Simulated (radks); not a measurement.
Sn II, 49 electrons, occupied as [Kr] 4d10 5s2 5p1. All-electron calculation, Dirac Kohn-Sham, PBEsol, spin-unpolarised, spherical densities, finite nucleus; open shells are shared between the two j in proportion to 2j + 1; Fermi nuclear charge, rms radius 4.6519 fm. Program: a radial shooting solver on a logarithmic mesh with Libxc functionals.

Normalised radial functions P(r) = r R(r) (large component), r in bohr:

r	4d3/2	5p3/2
0.002769	0.0001	0.0013
0.003723	0.0001	0.0023
0.004966	0.0002	0.0040
0.006623	0.0005	0.0067
0.008904	0.0011	0.0114
0.01188	0.0024	0.0186
0.01597	0.0051	0.0299
0.0213	0.0108	0.0460
0.0284	0.0223	0.0673
0.03819	0.0453	0.0928
0.05093	0.0867	0.1147
0.06848	0.1587	0.1211
0.09134	0.2640	0.0943
0.1218	0.3956	0.0225
0.1638	0.5159	-0.0854
0.2184	0.5377	-0.1709
0.2914	0.3730	-0.1605
0.3917	-0.0241	-0.0121
0.5225	-0.5278	0.1918
0.7024	-0.9347	0.2896
0.9369	-1.0316	0.1567
1.25	-0.8421	-0.1508
1.68	-0.5217	-0.4744
2.241	-0.2512	-0.6433
2.989	-0.0888	-0.6057
4.018	-0.0200	-0.4060
5.359	-0.0027	-0.1938
7.205	-0.0002	-0.0581
9.61	0.0000	-0.0102

4d3/2: eigenvalue -34.396 eV, 1 radial node at r = 0.386 bohr, <r> = 1.09 bohr, 90 % of the charge inside 1.69 bohr. 5p3/2: eigenvalue -10.103 eV, 3 radial nodes at r = 0.130, 0.399, 1.10 bohr, <r> = 2.92 bohr, 90 % of the charge inside 4.36 bohr.
